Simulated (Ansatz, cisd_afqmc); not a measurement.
System: H3BO3, charge 0, singlet. H3BO3 (boric acid, SMILES OB(O)O).
B3LYP-D3(BJ)/def2-TZVP minimum from Ansatz (a first-principles code):
```xyz
7

O     -1.1407    -0.7840    -0.0395
B     -0.0044    -0.0313    -0.0027
O     -0.1293     1.3373     0.1242
O      1.1817    -0.7111    -0.0965
H     -1.9354    -0.2472     0.0307
H      0.6886     1.8390     0.1470
H      1.9754    -0.1731    -0.0697
```
Charge 0, spin multiplicity 1.

Atomisation energy term by term, kcal/mol (programs: Ansatz, cisd_afqmc). Open shells are spin-unrestricted; no spin-orbit coupling. Correlated methods leave the cores frozen. Rows without X2C or -DK are non-relativistic. The Monte Carlo rows (phaseless AFQMC, CISD trial, step 0.005/hartree) carry one-sigma bars that omit the constraint's bias. Outlying blocks are dropped, and bars are widened where a walk drifts. Over all cases where full CI ran beside it in this data, AFQMC minus full CI had a median of +0.1 mEh and passed +0.4 mEh in a tenth of the cases. CBS(X,Y): correlation extrapolated as X^-3, Hartree-Fock from the larger set. A bracket is a step between two methods taken in the basis named. 'core' is core correlation in cc-pwCVTZ, 'X2C' scalar relativity in cc-pVTZ-DK, both at CCSD(T). Where a partner has so few electrons that a lower coupled-cluster level is exact, that level stands in.

```tsv
term	basis	kcal/mol
Hartree-Fock	cc-pVQZ	520.30
CCSD correlation	CBS(cc-pVTZ,cc-pVQZ)	195.72
(T)	CBS(cc-pVTZ,cc-pVQZ)	13.54
CCSDT(Q) - CCSD(T)	cc-pVDZ	0.83
core correlation	cc-pwCVTZ	2.65
scalar relativity	X2C, cc-pVTZ-DK	-0.94
sum: De		732.1
```

The step beyond CCSD(T) by other levels: AFQMC/CISD in cc-pVTZ 0.36 ± 0.27 kcal/mol.
